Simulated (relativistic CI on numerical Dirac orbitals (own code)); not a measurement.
# d1 in a ligand field

Computed with a parametric ligand-field model of a d^n configuration (Racah B and C, spin-orbit zeta, crystal field), exact diagonalisation.

Field parameters in Wybourne normalisation: Oh B⁴₀ = 21Dq, B⁴₄ = √(5/14) B⁴₀. The field is a parameter set, without covalency.

Task: Ground term and bands for B = 570, C = 2130, ζ = 0 cm⁻¹, Oh, 10Dq = 8550 cm⁻¹?

Result: Ground term 2T2 with 0.00 electrons in the two orbitals of the cubic e set. Spin-allowed: 2E 8550 cm⁻¹ (1170 nm). Lowest spin-forbidden: none.

Task: Ground term and bands for B = 570, C = 2130, ζ = 0 cm⁻¹, Oh, 10Dq = 19950 cm⁻¹?

Result: Ground term 2T2 with 0.00 electrons in the two orbitals of the cubic e set. Spin-allowed: 2E 19950 cm⁻¹ (501 nm). Lowest spin-forbidden: none.

Task: Ground term and bands for B = 570, C = 2130, ζ = 0 cm⁻¹, Oh, 10Dq = 1710 cm⁻¹?

Result: Ground term 2T2 with 0.00 electrons in the two orbitals of the cubic e set. Spin-allowed: 2E 1710 cm⁻¹. Lowest spin-forbidden: none.

Task: Ground term and bands for B = 570, C = 2130, ζ = 0 cm⁻¹, Oh, 10Dq = 17670 cm⁻¹?

Result: Ground term 2T2 with 0.00 electrons in the two orbitals of the cubic e set. Spin-allowed: 2E 17670 cm⁻¹ (566 nm). Lowest spin-forbidden: none.

Task: Ground term and bands for B = 570, C = 2130, ζ = 0 cm⁻¹, Oh, 10Dq = 13110 cm⁻¹?

Result: Ground term 2T2 with 0.00 electrons in the two orbitals of the cubic e set. Spin-allowed: 2E 13110 cm⁻¹ (763 nm). Lowest spin-forbidden: none.
